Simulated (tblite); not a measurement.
Compound: C3H4OP3 (charge -1).
SMILES with atom numbers: `[CH3:1][O:2][c:3]1[p:4][p:5][cH:6][p-:7]1` (hydrogens: H8, H9, H10 on C1; H11 on C6)

Computed geometry: GFN2-xTB, gas phase.

Task: Give the optimised bond lengths and angles.

Result: 
```csv
bond,length (Å),order
C1–O2,1.392,single
O2–C3,1.376,single
C3–P4,1.739,aromatic
P4–P5,2.096,aromatic
P5–C6,1.721,aromatic
C6–P7,1.731,aromatic
C3–P7,1.750,aromatic
"C1–H8, C1–H9, C1–H10",1.096,single
C6–H11,1.084,single
```

Bonds in one row agree within 0.01 Å and their mean is given. Orders are formal, as drawn. A selection of angles:
```csv
angle,degrees
O2–C1–H8,107.0
O2–C1–H9,111.0
H8–C1–H9,110.1
H9–C1–H10,107.5
C1–O2–C3,115.6
O2–C3–P4,123.0
O2–C3–P7,113.6
P4–C3–P7,123.5
C3–P4–P5,97.9
P4–P5–C6,98.2
P5–C6–P7,124.6
P5–C6–H11,117.5
P7–C6–H11,118.0
C3–P7–C6,95.8
```

Dihedral angles: C1–O2–C3–P4 0° (synperiplanar).

The C–P distances run from 1.721 Å (P5–C6, aromatic) to 1.750 Å (C3–P7, aromatic), a spread of 0.029 Å. C6 (aromatic CH carbon) is planar (angles 124.6°, 118.0° and 117.5°, sum 360.0°, 0.00 Å off the plane of its three neighbours). The 5-membered ring C3–P4–P5–C6–P7 has internal angles of 95.8° to 124.6°; it is planar, 0.00 Å rms from its mean plane, widest ring torsion 0°. P7 (phosphorus bonded to 2 C) is bent (angle 95.8°). The 7 heavy atoms lie in one plane (0.001 Å rms). Of the pairs four or more bonds apart, P4···H9 is among the closest relative to their van der Waals radii: 2.80 Å, 93 % of the sum of Bondi's values. C3 (aromatic carbon bearing oxygen) is planar (angles 123.5°, 123.0° and 113.6°, sum 360.0°, 0.00 Å off the plane of its three neighbours).

Point group: Cs (tolerance 0.08 Å). Its GFN2-xTB frequencies are all real (lowest 92 cm⁻¹).

One conformer stands for the species.
